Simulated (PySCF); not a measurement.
Ge(H)3(NMe2) (C₂H₉GeN), SMILES C[N]([GeH3])C.

Geometry optimised at TPSSh-D3(BJ)/def2-SVP.

Two levels are set side by side: TDA-PBE/def2-SVPD (PySCF) and TDA-CAM-B3LYP/def2-SVPD (PySCF). Vertical, same geometry. The lowest singlet is HOMO→LUMO 99 % with PBE and HOMO→LUMO 62 %, HOMO→LUMO+1 34 % with the other functional; states are paired by order. Differences are taken from unrounded values.

```tsv
quantity	TDA-CAM-B3LYP
lowest singlet excitation (eV)	5.48
lowest triplet excitation (TDA) (eV)	5.25
first bright state (f over 0.05) (eV)	7.69
its oscillator strength	0.07
```

**Question.** What does TDA-PBE give, and how far is it from TDA-CAM-B3LYP? (The exact figures need the calculation; the answer reports its results.)

**Answer.** 
| quantity | TDA-PBE | TDA-PBE minus TDA-CAM-B3LYP |
|---|---|---|
| lowest singlet excitation (eV) | 4.49 | -1.00 |
| lowest triplet excitation (TDA) (eV) | 4.37 | -0.88 |
| first bright state (f over 0.05) (eV) | 6.72 | -0.96 |
| its oscillator strength | 0.07 | 0.00 |

Functionals without exact exchange tend to place singlet excitations lower, as here. Differences between two approximate levels are no errors against the true value.

Rough cost on one machine, each run with all the roots and properties that it gave: TDA-CAM-B3LYP against TDA-PBE about 3 times.
